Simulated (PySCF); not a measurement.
## Static response to an electric field

Species: C5H3F5O.
Cartesian coordinates in Å at the PBE0-D3(BJ)/def2-SVP level; atoms count from 1:
```
atom  x, y, z in Å
F1     3.748   -0.075    1.226
C2     2.453    0.153    1.089
C3     1.753   -0.307    0.041
F4     2.366   -1.022   -0.903
C5     0.338   -0.074   -0.142
C6    -0.323   -0.563   -1.199
O7    -1.649   -0.412   -1.494
C8    -2.458    0.351   -0.729
F9    -3.660    0.313   -1.259
F10   -2.048    1.617   -0.682
F11   -2.528   -0.094    0.525
H12    1.997    0.739    1.888
H13   -0.159    0.521    0.625
H14    0.163   -1.164   -1.968
```

Level: wB97X-D/def2-SVPD (PySCF), static field, nuclei fixed, core orbitals frozen in the response. The polarisability tensor in these axes (au):

```
x   95.62  1.81 22.63
y    1.81 53.80  9.14
z   22.63  9.14 72.96
```

Problem. Give the principal values, the mean and the anisotropy Δα = √{½[(α1 − α2)² + (α2 − α3)² + (α1 − α3)²]}.

Solution. Principal values 48.63, 63.43 and 110.32 au; mean 74.13 au = 10.98 Å³ = 12.22 × 10⁻⁴⁰ C²·m²/J; Δα = 55.78 au (75 % of the mean).

Problem. What is the dipole moment, and where does it point?

Solution. (-0.52, 0.49, 0.69) D, 0.99 D in size, pointing from the negative to the positive side. Measured along this direction, the outermost atoms are F4 at the negative end and F11 at the positive end.

Problem. Find the Langevin capture rate constant for NO+ (29.998 u) meeting this molecule (174.010 u), k = 2.342 × 10⁻⁹ cm³/s × √(α in Å³ / reduced mass in u).

Solution. The reduced mass is 25.59 u, so k = 1.53 × 10⁻⁹ cm³/s. The formula leaves out the permanent dipole, which adds to the capture rate.

Problem. Orientational against electronic polarisability at 273 K (dilute gas, rigid molecules)?

Solution. In Gaussian units μ²/3kT = 8.68 Å³ against 10.98 Å³, a ratio of 0.79; the Debye molar polarisation (4π/3)N_A(α + μ²/3kT) is 49.6 cm³/mol, leaving out the vibrational part.

Problem. Along which axes do the principal values lie, and how far do the nuclei extend along each?

Solution. Largest value along (0.84, 0.11, 0.53), where the nuclei span 7.49 Å; middle along (-0.50, 0.54, 0.67), 3.92 Å; least along (0.21, 0.83, -0.51), 2.14 Å. The response follows the extents in order.

Problem. What are the principal values of the traceless quadrupole moment, Θ = ½Σq(3rr − r²1), about the centre of nuclear charge?

Solution. -13.17, 2.28, 10.89 D·Å. The values depend on the origin, since the dipole doesn't vanish. The electronic extent ⟨r²⟩ about the same centre is 2371 bohr², a root-mean-square distance of 2.78 Å for the 86 electrons.

Problem. What depolarisation ratio follows for Rayleigh scattering of linearly polarised light, taking the static tensor?

Solution. ρ = 3Δα²/(45ᾱ² + 4Δα²) = 9333.2/(247263 + 12444.3) = 0.0359.

Geometry: PBE0-D3(BJ)/def2-SVP, one conformer, isolated molecule.

These values come from a run that also computed excited states. Time: 3.4 min of wall time; peak memory 1.2 GiB. Hardware: Intel Xeon at 2.50 GHz, one thread, shared host with 64 logical CPUs at a one-minute load of 54.
